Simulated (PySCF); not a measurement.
**Computed structure and properties of [Er(NO2)]2+**

System: [Er(NO2)]2+ (singlet in the valence; each metal's 4f electrons, 11 of them, lie in its core potential, out of spins and levels); start: template (C2v). Method: PySCF 2.14.0, RKS PBE, Er lcecp-1-SVP with ECP57, O def2-SVP, N def2-SVP; non-relativistic Hamiltonian with scalar-relativistic core potentials where named; density fitting; no spin-orbit coupling.

Input of the relaxation:

```python
mol = gto.M(atom='''
Er     0.00000     0.00000    -0.51834
O      1.06000    -0.00000     1.65996
O     -1.06000     0.00000     1.65996
N      0.00000     0.00000     2.34996''',
    basis={'Er': 'lcecp-1-SVP', 'O': 'def2-SVP', 'N': 'def2-SVP'},
    ecp={'Er': 'lcecp-1-SVP'},
    charge=2, spin=0)
mf = dft.RKS(mol, xc='PBE')
mf.grids.atom_grid = (50, 194)  # f atoms: unpruned, at least (60, 302)
mf = mf.density_fit()  # fitting sets: Er AutoAux, O def2-universal-JKFIT, N def2-universal-JKFIT
mf.conv_tol = 1e-08; mf.max_cycle = 55
mf.kernel(dm0)  # dm0: converged density of the start geometry
# quasi-Newton relaxation in Cartesian coordinates to a largest gradient under 0.00045 Eh/bohr, steps kept in the point group
```

Run from Python with OMP_NUM_THREADS=2; the lines above give its settings. Where DIIS fails, smearing, a level shift and second-order steps follow.
It took 24 s on 2 threads of Arm Neoverse N1 (shared host), from the converged density of the start.

Course of the relaxation:

```csv
step,energy above end (eV),largest force component within the symmetry (eV/Å)
0,0.4928,2.538
1,0.3052,2.311
2,0.2654,3.336
3,0.0201,0.759
4,0.0018,0.239
5,0.0000,0.026
6,0.0000,0.002
```

Relaxed geometry (C2v):

```xyz
4

Er    0.0000    0.0000   -0.3053
O     1.0628    0.0000    1.5714
O    -1.0628    0.0000    1.5714
N     0.0000    0.0000    2.3139
```

| contact | Å |
| --- | --- |
| Er1–O2 (NO2) | 2.157 |

On the finer grid (75, 302):

```
HOMO                                                          : -18.38 eV
LUMO                                                          : -16.06 eV
Dipole about the centre of mass                               : 5.11 D
Set of Mulliken populations of Er1 outside the core potential : s 2.23, p 6.09, d 0.72, f 0.04
D3(BJ) dispersion energy (not in the energies)                : -0.059 eV
```

```json
{"atom": "Er1", "Mulliken (e)": "1.93", "Löwdin (e)": "1.71", "spin (e)": "0.00"}
{"atom": "O2", "Mulliken (e)": "-0.19", "Löwdin (e)": "-0.04", "spin (e)": "0.00"}
{"atom": "O3", "Mulliken (e)": "-0.19", "Löwdin (e)": "-0.04", "spin (e)": "0.00"}
{"atom": "N4", "Mulliken (e)": "0.46", "Löwdin (e)": "0.36", "spin (e)": "0.00"}
```

The 4f levels lie in the core potential and are missing. Their spin isn't counted.

On the grid (50, 194), as all that follows. Harmonic modes: a minimum; lowest 194 cm⁻¹ (negative: unstable), highest 1189 cm⁻¹, zero-point energy 0.232 eV.

Taking off one NO2 (charge -1, singlet; the rest: singlet) in vacuum, both parts rigid, costs 23.33 eV; the small basis without counterpoise inflates it. Most of it is the attraction of opposite charges; other ways to part are cheaper, and one spin state was tried for the rest.

Rigid scan of NO2 along the line from its metal, all other atoms held (where the atom bridges, its other bond changes as well):

```csv
distance to the donors' midpoint (Å),energy (eV)
1.58,1.141
1.68,0.445
1.78,0.098
1.88,0.000
1.98,0.077
2.08,0.271
2.28,0.851
```

One start shape was tried, so this needn't be the lowest isomer.

An lcecp potential fixes the number of 4f electrons, so in runs with it no electron can move into or out of that shell.
